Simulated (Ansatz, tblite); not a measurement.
Cost and result up the ladder for Zr₃O₆⁻ (the lowest doublet isomer of a short search) (9 atoms). Total charge -1; doublet. Geometry: PBE-D4/def2-SVP.

```xyz
9

Zr    0.2315    0.9302   -1.8018
Zr   -0.3589    1.1649    1.6344
Zr    0.9678   -1.7707    0.2888
O    -0.0115   -0.8041    1.7436
O     1.0518   -3.5608    0.4252
O    -0.3225    1.4294   -3.4370
O    -1.4049    1.8708    2.9140
O     0.5539   -1.0261   -1.5236
O    -0.7072    1.7665   -0.2437
```

Ansatz on 4 threads of Intel Xeon Platinum 8259CL on a shared host; xTB runs through tblite on one thread. Times are rough, summed over both states, and most runs start from the orbitals of an earlier one. PBE0-D4/def2-TZVPD serves as the yardstick here, not as an exact answer. The other state is a singlet.

In the def2 sets Zr takes a core potential; there is no spin–orbit coupling. The xTB rows come from tblite. The structure comes from a short search, and lower isomers may exist.

Raw xTB energies of ions are shifted by several eV, and xTB has no spin-polarisation term.

```
                             level  functions  wall time  vertical IE (eV)  difference from PBE0-D4/def2-TZVPD (eV)
                          GFN1-xTB         51    0.031 s              7.30                                     4.09
                          GFN2-xTB         51    0.033 s              6.98                                     3.77
                 PBE-D4/def2-TZVPD        360       18 s              3.13                                    -0.08
r2SCAN-D4/def2-TZVPD (with forces)        360       39 s              3.17                                    -0.05
                PBE0-D4/def2-TZVPD        360       53 s              3.21                                     0.00
```
